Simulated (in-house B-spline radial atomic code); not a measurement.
A run on neutral chromium that did not converge. Method: non-relativistic wB97X, spin-polarised, spherical fractional occupations, point nucleus; computed with a B-spline radial code for spherical atoms.

Command:
```bash
python run_scf.py task.json out
```
Settings:
```
Z                24
configuration    [Ar] 3d5 4s0.875 4f0.125
hamiltonian      nr
method           wb97x
spin_polarised   True
```

First and last ten iterations of the last attempt (damped for 15 steps, keeping 80 % of the old Fock matrix, then DIIS):
```
 iter        energy (Eh)    residual
    1       -1034.893681    3.44e-01
    2       -1038.186807    4.52e-01
    3       -1041.047266    3.02e-01
    4       -1042.666876    1.95e-01
    5       -1043.542484    1.26e-01
    6       -1043.988631    8.10e-02
    7       -1044.203360    5.69e-02
    8       -1044.304938    3.99e-02
    9       -1044.352282    2.81e-02
   10       -1044.374753    2.09e-02
  111       -1044.401689    7.12e-05
  112       -1044.401691    7.44e-05
  113       -1044.401696    8.67e-05
  114       -1044.401699    1.01e-04
  115       -1044.401713    1.54e-04
  116       -1044.401703    1.33e-04
  117       -1044.401695    1.53e-04
  118       -1044.401694    1.32e-04
  119       -1044.401693    1.15e-04
  120       -1044.401688    8.60e-05
 not converged after 120 iterations
```

The smallest residual met was 2.3e-05; the threshold is about 2e-07. No energy from this run should be used. Run time, properties included: 6.3 s on 1 thread of Intel(R) Xeon(R) 6975P-C, on a shared host.
